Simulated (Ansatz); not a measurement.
Born–Oppenheimer molecular dynamics of AlH$_{5}$OSn (8 atoms, charge 0, multiplicity 1). It starts from a relaxed structure.

Computed with RKS BLYP-D4/def2-SVP in Ansatz.

* ensemble: NVE (velocity Verlet)
* time step: 0.5 fs
* steps asked: 150
* starting velocities drawn for: 1000 K
* seed: 395321

First frame:

```xyz
8
Properties=species:S:1:pos:R:3
Al -0.917 1.377 -1.222
O -0.158 0.234 -0.212
Sn 0.733 -1.102 0.977
H -2.452 1.172 -1.597
H -0.067 2.614 -1.758
H 1.402 -2.312 -0.068
H -0.496 -1.738 2.021
H 1.954 -0.245 1.861
```

**Question.** How far do the bonds stretch over the last three quarters of this one trajectory? (Pairs bonded in most of those frames.)

**Answer.** 
```tsv
bond	mean (Å)	spread (Å)	shortest	longest
Al1–O2	1.718	0.022	1.69	1.76
Al1–H4	1.595	0.013	1.57	1.62
Al1–H5	1.602	0.052	1.52	1.68
O2–Sn3	2.024	0.024	1.97	2.06
Sn3–H6	1.810	0.191	1.52	2.06
Sn3–H7	1.737	0.020	1.70	1.77
Sn3–H8	1.739	0.020	1.71	1.77
```

Mean temperature of the second half: 503 K. The conserved energy stayed within 0.5 meV per atom of its start (net change 0.32 meV per atom), so the integration is sound. The temperature averaged 0.50 of the 1000 K drawn at the start: a run that starts near a minimum puts about half its kinetic energy into the potential. A run of 0.075 ps of so small a system gives no equilibrium averages.

Time of the run: 3.3 min on 1 thread of Arm Neoverse V2 (shared host), peak memory 0.1 GiB.
